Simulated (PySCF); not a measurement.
**Computed properties of GeH6O2Si, SMILES O[SiH2][GeH2][OH]**

GeH6O2Si, SMILES O[SiH2][GeH2][OH]. Coordinates come from a B3LYP-D3(BJ)/def2-SVP optimisation. This is a generated structure with no PubChem entry under its InChIKey; it may be hypothetical. One conformer was computed; it need not be the lowest. All values are computed for the isolated molecule unless a solvent is named; none is compared with measurement here.

**Structure.** The optimised structure has Cs symmetry. All 24 harmonic modes at B3LYP-D3(BJ)/def2-SVP (PySCF) are real, so it is a minimum. With heavy atoms numbered as in [OH:1][SiH2:2][GeH2:3][OH:4], the shortest bond between them is O1–Si2 at 1.665 Å and the longest Si2–Ge3 at 2.404 Å.

**Vibrations.** The strongest infrared lines (harmonic, unscaled, degenerate partners summed) lie at 1086 cm⁻¹ (293 km/mol, H 92 %), 868 cm⁻¹ (214 km/mol, O 42 %, H 40 %, Si 18 %), 3657 cm⁻¹ (213 km/mol, H 94 %). The softest mode is at 29 cm⁻¹ and the zero-point energy is 38.4 kcal/mol.

**Electronic structure.** PBE0/def2-TZVP (PySCF) places the frontier levels at -8.05 and -0.82 eV, a gap of 7.23 eV, and gives a dipole moment of 2.49 D and a mean polarisability of 65.5 bohr³. PBE/def2-TZVP (PySCF) at the same geometry gives -6.87 and -1.66 eV, so its gap is 2.02 eV narrower. An orbital gap is neither the optical nor the fundamental gap.

**Excitations.** TDDFT-CAM-B3LYP/def2-SVPD (PySCF) has S1 at 6.01 eV (206 nm, f = 0.014, weak); the most intense of the 10 singlets computed lies at 7.43 eV (f = 0.24). T1 (TDA) is at 5.44 eV. TDDFT-PBE/def2-SVPD (PySCF) puts S1 at 5.29 eV. No vertical singlet excitation falls in the visible range (under 3.1 eV).

**NMR.** GIAO shifts at PBE0/pcSseg-1 (PySCF) (non-relativistic, atoms alike by connectivity averaged): ¹H from 0.4 to 5.6 ppm against TMS; ²⁹Si at -29.5 ppm against TMS.
